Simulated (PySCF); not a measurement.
Compound: C7H12N (doublet state).
Structure used (GFN2-xTB), in Å, numbered top down from 1:
```xyz
20
C7H12N angstrom
C      2.552   -0.482    0.731
C      2.184    0.593    0.115
C      1.116    1.169   -0.683
C      0.074    0.139   -1.197
C     -0.604   -0.626   -0.103
C     -0.647   -1.950   -0.088
C     -1.250    0.194    0.983
N     -2.037    1.280    0.409
H      1.953   -1.396    0.764
H      3.490   -0.548    1.265
H      0.595    1.930   -0.098
H      1.548    1.666   -1.558
H      0.562   -0.557   -1.881
H     -0.681    0.706   -1.745
H     -1.154   -2.497    0.690
H     -0.169   -2.543   -0.850
H     -1.837   -0.471    1.637
H     -0.462    0.646    1.595
H     -2.815    0.899   -0.121
H     -2.424    1.859    1.147
```

The hyperfine couplings belong to this conformer and change with its torsions.

Identity: `C(C(=C)CN)C[C]=C` [radical].

Computed, not measured: UKS B3LYP, pcH-1 on C H N, non-relativistic, mean-field spin-orbit, GIAO in PySCF 2.14.0. One conformer (not necessarily the lowest) at the GFN2-xTB geometry, without solvent, vibrations or thermal averaging. A GFN2-xTB geometry isn't a minimum of the functional, and hyperfine couplings can be far from their values at a DFT geometry. The SCF solution wasn't tested for stability.

Question: Predict the first-order ENDOR lines of H9, H10, H13/H14 and H16 under fast tumbling at B = 334.4 mT (X band).

Answer: For S = 1/2 in fast tumbling each set of equivalent nuclei gives two lines, ν± = |νn ± a/2| to first order, with νn = g_N μN B/h and μN/h = 7.62259 MHz/T.

```tsv
nuclei	isotope	g_N	νn (MHz)	a_iso (MHz)	lower line (MHz)	upper line (MHz)
H9	1H	5.5857	14.24	185.20	78.36	106.84
H10	1H	5.5857	14.24	122.36	46.94	75.42
H13/H14	1H	5.5857	14.24	5.04	11.72	16.76
H16	1H	5.5857	14.24	-0.52	13.98	14.50
```

Question: Which pairs are centred on the nuclear Larmor frequency, and which on half the coupling?

Answer: Centred on νn, since |a| < 2νn: H13/H14 and H16. Centred on |a|/2 and split by 2νn: H9 and H10.

Question: At what field would the lower line of H10 fall to zero frequency?

Answer: Where νn = |a|/2, that is B = 61.18 MHz/(5.5857 × 7.62259 MHz/T) = 1440 mT, as far as first order holds there.

Couplings of abundant isotopes left out: H11/H12 (27.9 MHz).

Class means assume fast exchange of nuclei equivalent by connectivity; if that motion is slow, each nucleus keeps its own coupling. The 1H value of +5.0 MHz is a mean of couplings from -4.7 to 14.8 MHz in this one geometry, not an average over conformers.

Largest spin populations (Mulliken): C2 (+0.98), C1 (-0.16), H9 (+0.09) and C4 (+0.06). No atom but C2 exceeds +0.15.
